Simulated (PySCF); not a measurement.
A PySCF script (with the pyscf-properties extension) for the NMR shieldings of `B(C1=C(F)[C@@H]1CC#N)(F)F`, C$_{5}$H$_{3}$BF$_{3}$N, on a GFN2-xTB geometry:

```python
import basis_set_exchange as bse
import numpy as np
from pyscf import gto, dft
from pyscf.prop import nmr

atoms = """
N    -1.823371   -1.794836    1.079291
C    -1.652468   -1.023419    0.254492
C    -1.424683   -0.032231   -0.767428
C    -0.256686    0.880350   -0.408270
C     0.192416    1.043161    0.984274
F    -0.109433    1.585768    2.130569
C     1.000842    0.298157    0.267697
B     2.211042   -0.609602    0.105877
F     3.112618   -0.773557    1.049095
F     2.431326   -1.284557   -1.004150
H    -2.339876    0.554763   -0.893161
H    -1.212776   -0.547276   -1.709607
H    -0.133339    1.703766   -1.106407
"""
names = dict.fromkeys(["N", "C", "F", "B", "H"], "pcSseg-1")
basis = {el: gto.basis.parse(bse.get_basis(n, elements=[el], fmt="nwchem")) for el, n in names.items()}
mol = gto.M(atom=atoms, basis=basis, charge=0, verbose=0)
mf = dft.RKS(mol, xc="PBE0")
mf.grids.level = 2
mf.grids.alignment = dft.numint.BLKSIZE   # the property module wants whole blocks of grid points
mf.conv_tol = 1e-9
mf.kernel()

calc = nmr.RKS(mf)   # GIAO
C = mf.mo_coeff
Co = C[:, mf.mo_occ > 0]
resp = mf.gen_response(singlet=True, hermi=2)
def vind(x):   # induced exchange potential for any number of trial vectors
    d = np.einsum("pi,xij,qj->xpq", C, 2 * x.reshape(-1, C.shape[1], Co.shape[1]), Co, optimize=True)
    return np.einsum("xpq,pi,qj->xij", resp(d - d.transpose(0, 2, 1)), C, Co, optimize=True).ravel()
mo1, _ = nmr.rhf.solve_mo1(calc, with_cphf=vind)
sigma = calc.kernel(mo1)
for i, s in enumerate(sigma):   # ppm
    w = np.linalg.eigvalsh((s + s.T) / 2)
    print("%2d %-2s iso %8.1f  s11 %8.1f  s22 %8.1f  s33 %8.1f" % (i, mol.atom_pure_symbol(i), w.mean(), *w))
```

Task: What are the results?

Result: 
```
 0 N  iso    -44.4  s11   -225.1  s22   -204.2  s33    296.2
 1 C  iso     66.3  s11    -46.5  s22    -44.7  s33    290.2
 2 C  iso    163.5  s11    139.7  s22    168.3  s33    182.6
 3 C  iso    156.5  s11    119.7  s22    141.0  s33    208.7
 4 C  iso      3.2  s11   -137.2  s22     64.6  s33     82.1
 5 F  iso    260.9  s11     82.8  s22    194.3  s33    505.6
 6 C  iso    107.1  s11     13.0  s22    130.8  s33    177.5
 7 B  iso     81.7  s11     74.3  s22     81.2  s33     89.5
 8 F  iso    246.2  s11     90.9  s22    280.7  s33    367.0
 9 F  iso    254.0  s11     86.1  s22    304.6  s33    371.2
10 H  iso     28.9  s11     24.4  s22     27.2  s33     35.1
11 H  iso     28.8  s11     25.0  s22     27.3  s33     34.1
12 H  iso     29.2  s11     23.1  s22     27.3  s33     37.1
```

These numbers come from an equivalent density-fitted implementation of the same equations, which agrees with the script to about 0.01 ppm for H and up to a few tenths of a ppm for heavy atoms, so last digits may differ.

Size and cost of the density-fitted run: 185 basis functions, 52 s wall time on 1 thread of an Arm Neoverse N1, shared host; peak memory 0.82 GiB.
